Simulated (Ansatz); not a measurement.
One change: `BC1(C)CO1` becomes `CC1(C)CO1`.

Ansatz, PBE0-D4/def2-TZVP geometries, multiplicity 1. 

```tsv
property	`BC1(C)CO1`
LUMO energy (ωB97M-V/def2-TZVPP) / eV	0.41
size of the dipole moment (B3LYP/def2-TZVPP) / D	1.76
LUMO energy (B3LYP/def2-TZVPP) / eV	-1.72
size of the dipole moment (PBE/def2-TZVPP) / D	1.67
LUMO energy (PBE/def2-TZVPP) / eV	-2.47
HOMO energy (ωB97M-V/def2-TZVPP) / eV	-10.22
```

**Question.** What does the change do to each property? (Best estimate.)

**Answer.** Computed: 
```
                                        property  `CC1(C)CO1`  shift
           LUMO energy (ωB97M-V/def2-TZVPP) / eV         2.69   2.28
size of the dipole moment (B3LYP/def2-TZVPP) / D         1.95   0.19
             LUMO energy (B3LYP/def2-TZVPP) / eV         0.94   2.66
  size of the dipole moment (PBE/def2-TZVPP) / D         1.80   0.13
               LUMO energy (PBE/def2-TZVPP) / eV         0.51   2.98
           HOMO energy (ωB97M-V/def2-TZVPP) / eV       -10.13   0.09
```

With PBE0 the HOMO rises by 0.13 eV and the LUMO rises by 2.78 eV, so the gap widens by about 2.65 eV. PBE moves the HOMO by 0.20 eV and ωB97M-V by 0.09 eV. Dipoles are sizes alone; their direction can turn.

Positive LUMOs are unbound, so they and the gaps depend on the basis.

B3LYP here is the variant with VWN-RPA as its local correlation; programs differ in this.
